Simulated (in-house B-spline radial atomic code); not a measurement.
## Ionising Cd IX (Cd8+) with different functionals

Computed with a radial B-spline atomic code at the basis-set limit: non-relativistic Hamiltonian, point nucleus, spin-polarised at highest spin, spherical fractional occupations for the functionals, the average over the highest-spin determinants for Hartree-Fock. The ionisation energy is the difference of two self-consistent energies, [Kr] 4d4 → [Kr] 4d3, without Breit or QED terms; ε is the level of the shell that loses the electron (its least bound occupied spin orbital). There is no spin-orbit coupling in this Hamiltonian.

Hybrids are left out here: with spherical fractional occupations of an open shell their exact exchange keeps a self-interaction that integer-occupation calculations don't have.

```tsv
method	rung	ΔSCF (eV)	-ε(4d) (eV)
Hartree-Fock	Hartree-Fock	152.55	153.48
LDA VWN5	LDA	153.33	142.75
LDA PW92	LDA	153.31	142.74
LDA exchange-only	LDA	151.63	141.10
PBE	GGA	153.32	142.76
PBEsol	GGA	153.25	142.68
BLYP	GGA	153.04	142.46
RPBE	GGA	153.31	142.75
PW91	GGA	153.41	142.84
BP86	GGA	153.32	142.75
AM05	GGA	153.21	142.64
OLYP	GGA	153.96	143.36
TPSS	meta-GGA	153.33	142.79
SCAN	meta-GGA	153.79	143.36
r2SCAN	meta-GGA	153.86	143.44
M06-L	meta-GGA	153.83	143.36
revTPSS	meta-GGA	153.28	142.74
```

Question: How do they compare with the NIST value?

Answer: NIST lists 150 eV ± 2.2 (tabulated theory, ground level to ground level). Errors run from +1.63 to +3.96 eV; all lie within about twice that uncertainty, so the table can't rank the methods. Hartree-Fock also lacks correlation.
